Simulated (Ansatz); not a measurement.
Species: dichloro(ethynyl)borane, C2HBCl2, net charge 0, singlet state. SMILES: C#CB(Cl)Cl
Coordinates optimised at B3LYP-D3(BJ)/def2-TZVP (Ansatz, a program for electronic structure):
```xyz
6

C      2.6767    -0.4806    -0.2009
C      1.4936    -0.2681    -0.1121
B      0.0176    -0.0032    -0.0013
Cl    -0.6291     1.5711    -0.4144
Cl    -1.0668    -1.2666     0.5418
H      3.7210    -0.6680    -0.2793
```

Property: vertical electron affinity (to the doublet state of charge -1; a negative value means that the extra electron is unbound and the number depends on the basis; each state is the SCF solution reached for its spin), in eV. Cores are frozen in the correlated levels unless marked. UHF or UKS for open shells. No spin-orbit coupling. No relativistic terms. Anions need diffuse functions: aug- sets have them; def2-D sets add few. Basis-set limits of correlation are two-point, X^-3; Hartree-Fock from the larger set. The bracket is a focal-point correction in the basis named.

```
level                                                                      program  vertical electron affinity (eV)
-------------------------------------------------------------------------  -------  -------------------------------
PBE/def2-TZVPD                                                              Ansatz                              ___
B3LYP/def2-TZVPD                                                            Ansatz                             0.58
CAM-B3LYP/def2-TZVPD                                                        Ansatz                             0.60
B2PLYP/def2-TZVPD                                                           Ansatz                             0.38
SCS-MP2/aug-cc-pV(T+d)Z                                                     Ansatz                             0.02
CCSD/aug-cc-pV(D+d)Z                                                        Ansatz                              ___
CCSD/aug-cc-pV(T+d)Z                                                        Ansatz                              ___
RI-MP2/CBS(aug-cc-pV(T+d)Z,aug-cc-pV(Q+d)Z)+[CCSD(T)-MP2]/aug-cc-pV(T+d)Z   Ansatz                              ___
```

### Question
Complete the blanks.

### Answer

- PBE/def2-TZVPD, vertical electron affinity (eV): 0.59
- CCSD/aug-cc-pV(D+d)Z, vertical electron affinity (eV): 0.23
- CCSD/aug-cc-pV(T+d)Z, vertical electron affinity (eV): 0.34
- RI-MP2/CBS(aug-cc-pV(T+d)Z,aug-cc-pV(Q+d)Z)+[CCSD(T)-MP2]/aug-cc-pV(T+d)Z, vertical electron affinity (eV): 0.43
